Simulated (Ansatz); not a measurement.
Steps of a relaxation of CH9FSi3 (`FC([SiH3])[SiH2][SiH3]`) with RKS PBE-D4/def2-SVP.

```sh
$ ansatz run in.yaml --threads 2 --pin off --events-out ev --progress --plain --max-ram 22528MiB --backend cpu
```

```yaml
crystal:
  periodic: [false, false, false]
  atoms:
    - {symbol: F, position_ang: [-1.994000, -0.073000, -0.050800]}
    - {symbol: C, position_ang: [-1.036700, -0.510300, 0.719700]}
    - {symbol: Si, position_ang: [-0.337400, -2.007800, -0.066700]}
    - {symbol: Si, position_ang: [0.338500, 0.789000, 0.900200]}
    - {symbol: Si, position_ang: [0.776500, 1.763600, -1.130600]}
    - {symbol: H, position_ang: [-1.473900, -0.739100, 1.689400]}
    - {symbol: H, position_ang: [0.290200, -1.729200, -1.394000]}
    - {symbol: H, position_ang: [-1.288500, -3.060200, -0.212900]}
    - {symbol: H, position_ang: [0.785600, -2.560200, 0.831100]}
    - {symbol: H, position_ang: [-0.211900, 1.836400, 1.863700]}
    - {symbol: H, position_ang: [1.485800, 0.228200, 1.561500]}
    - {symbol: H, position_ang: [1.822600, 2.835300, -0.899200]}
    - {symbol: H, position_ang: [-0.474200, 2.422600, -1.744700]}
    - {symbol: H, position_ang: [1.304400, 0.775500, -2.037700]}
basis:
  gaussian: {orbitals: def2-SVP}
hamiltonian: {xc: pbe, dispersion: d4}
relax: {f_tol: 0.03, max_steps: 200}
```

Positions (Å) and forces (eV/Å) along the path, 6 of 6 steps:

```xyz
14
step=1 energy=-27505.1199 eV
F    -1.994   -0.073   -0.051   -3.572    1.988   -2.911
C    -1.037   -0.510    0.720    2.495   -0.658    1.842
Si   -0.337   -2.008   -0.067    2.259   -1.094    0.298
Si    0.339    0.789    0.900   -1.210    1.146    0.711
Si    0.776    1.764   -1.131   -0.520    1.363    0.086
H    -1.474   -0.739    1.689    0.045   -0.331    1.076
H     0.290   -1.729   -1.394   -0.053    0.199   -0.168
H    -1.288   -3.060   -0.213   -1.173   -1.079   -0.250
H     0.786   -2.560    0.831   -0.325    0.190   -0.258
H    -0.212    1.836    1.864    0.159   -0.009   -0.224
H     1.486    0.228    1.562    1.116   -0.575    0.448
H     1.823    2.835   -0.899   -0.103   -0.081   -0.083
H    -0.474    2.423   -1.745    0.450   -0.284    0.274
H     1.304    0.775   -2.038    0.432   -0.776   -0.842
14
step=2 energy=-27505.6370 eV
F    -2.042   -0.071   -0.090   -1.194    0.604   -0.965
C    -1.029   -0.534    0.696    0.939    0.030    1.138
Si   -0.324   -2.108   -0.042    0.837   -0.353   -0.272
Si    0.287    0.850    0.954   -0.148    0.308   -0.140
Si    0.811    1.807   -1.121   -0.245    0.428    0.095
H    -1.428   -0.770    1.703   -0.134   -0.100    0.278
H     0.256   -1.772   -1.388    0.021   -0.031   -0.024
H    -1.359   -3.147   -0.231   -0.353   -0.265    0.003
H     0.784   -2.642    0.845   -0.167    0.072   -0.070
H    -0.222    1.946    1.871    0.000   -0.174   -0.087
H     1.515    0.262    1.549    0.262   -0.183    0.226
H     1.842    2.893   -0.930   -0.033   -0.031    0.001
H    -0.443    2.432   -1.686    0.102   -0.027    0.005
H     1.339    0.826   -2.102    0.113   -0.278   -0.189
14
step=3 energy=-27505.7140 eV
F    -2.045   -0.042   -0.101   -0.271    0.135   -0.201
C    -1.019   -0.531    0.714    0.415   -0.007    0.372
Si   -0.299   -2.122   -0.053   -0.062   -0.122   -0.150
Si    0.308    0.853    0.952   -0.102    0.035   -0.038
Si    0.793    1.840   -1.133    0.042   -0.058    0.011
H    -1.435   -0.776    1.724   -0.028    0.006   -0.097
H     0.284   -1.801   -1.403    0.000   -0.019    0.046
H    -1.386   -3.150   -0.222    0.031    0.017    0.006
H     0.775   -2.656    0.852    0.017   -0.018    0.017
H    -0.229    1.920    1.868   -0.003    0.003    0.038
H     1.525    0.235    1.598   -0.017    0.039   -0.042
H     1.829    2.918   -0.944    0.010   -0.014   -0.008
H    -0.439    2.468   -1.723   -0.024   -0.018    0.032
H     1.326    0.815   -2.099   -0.006    0.021    0.016
14
step=4 energy=-27505.7240 eV
F    -2.005   -0.003   -0.134   -0.021   -0.008    0.008
C    -0.995   -0.518    0.712    0.143   -0.024    0.030
Si   -0.296   -2.123   -0.066   -0.030    0.008   -0.013
Si    0.316    0.868    0.973   -0.058   -0.025   -0.033
Si    0.778    1.820   -1.123    0.029    0.034   -0.002
H    -1.448   -0.772    1.700   -0.058    0.000   -0.007
H     0.298   -1.808   -1.410   -0.003   -0.012    0.017
H    -1.393   -3.138   -0.231    0.007    0.017   -0.006
H     0.771   -2.673    0.843   -0.006   -0.009   -0.001
H    -0.232    1.929    1.889   -0.007    0.005    0.031
H     1.544    0.266    1.608   -0.001    0.018   -0.005
H     1.815    2.899   -0.954    0.013    0.005   -0.031
H    -0.469    2.436   -1.696    0.001   -0.007    0.008
H     1.303    0.786   -2.082   -0.007   -0.001    0.005
14
step=5 energy=-27505.7122 eV rejected
F    -2.010   -0.035   -0.113   -0.019    0.004   -0.041
C    -0.980   -0.535    0.728   -0.127    0.024   -0.050
Si   -0.297   -2.140   -0.064    0.069    0.051    0.008
Si    0.291    0.892    0.964    0.179   -0.033    0.133
Si    0.807    1.856   -1.119   -0.201   -0.090   -0.057
H    -1.444   -0.794    1.712    0.105    0.048   -0.035
H     0.342   -1.805   -1.381    0.003   -0.022   -0.008
H    -1.405   -3.131   -0.288   -0.022    0.036    0.016
H     0.730   -2.731    0.863    0.009   -0.015   -0.004
H    -0.264    1.924    1.913   -0.023   -0.003   -0.031
H     1.541    0.316    1.579    0.011   -0.018    0.058
H     1.871    2.920   -1.051   -0.017   -0.042    0.094
H    -0.458    2.464   -1.659    0.016    0.044   -0.068
H     1.262    0.771   -2.057    0.016    0.016   -0.018
14
step=6 energy=-27505.7278 eV
F    -1.982   -0.014   -0.142   -0.005    0.010   -0.006
C    -0.972   -0.523    0.715   -0.002   -0.015    0.017
Si   -0.292   -2.133   -0.064    0.003    0.002    0.009
Si    0.316    0.881    0.978   -0.002    0.002   -0.011
Si    0.773    1.834   -1.122   -0.003   -0.005    0.002
H    -1.443   -0.774    1.696    0.005    0.000   -0.013
H     0.330   -1.823   -1.396    0.006   -0.003   -0.001
H    -1.416   -3.111   -0.256   -0.002    0.000   -0.004
H     0.745   -2.722    0.854   -0.002   -0.005   -0.001
H    -0.251    1.924    1.906    0.001    0.004    0.004
H     1.555    0.301    1.610    0.002    0.004    0.001
H     1.828    2.900   -0.987    0.005    0.004   -0.004
H    -0.475    2.453   -1.687    0.000    0.005    0.003
H     1.271    0.780   -2.075   -0.005   -0.001    0.003
```

Hardware: 2 threads of an AMD EPYC 7R13 on a shared host. Wall time 19 s, peak host memory 0.23 GiB.
